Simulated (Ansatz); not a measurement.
`[SiH3][N]([SiH3])[AlH][Cl]` + NH₃ → `[NH2][AlH][Cl]` + `[SiH3]N[SiH3]`  (ligand exchange at the Al–N bond)

Gas-phase electronic energies from Ansatz, PBE0-D4/def2-TZVP geometries. CCSD(T)/CBS adds triple-zeta CCSD(T) − MP2 to the extrapolated MP2 energy (def2 sets, frozen cores). This one scheme is used for every species. Functionals use def2-TZVPP. One conformer a species, not always the lowest.

CCSD(T)/CBS gives +11.8 kJ/mol.

Problem. Another level gave -3.6 kJ/mol. Which?
A. BHLYP/def2-TZVPP
B. MP2/def2-TZVPP
C. PBE/def2-TZVPP
D. r2SCAN0-D4/def2-TZVPP

Solution. A. BHLYP -3.6, r2SCAN0-D4 9.3, PBE 2.7, MP2/def2-TZVPP 13.4 kJ/mol.

Largest T1 diagnostic among the species: 0.011.

The D4 term adds +13.0 kJ/mol with B3LYP and +7.3 kJ/mol with PBE0; it sums over pairs of atoms, weighted by their polarisabilities, and B3LYP, whose exchange is more repulsive, gets the larger term. From BLYP to BHLYP (50 % exact exchange), in def2-TZVPP and without D4, ΔE moves by +3.3 kJ/mol.

B3LYP here is the variant with VWN-RPA as its local correlation; programs differ in this.
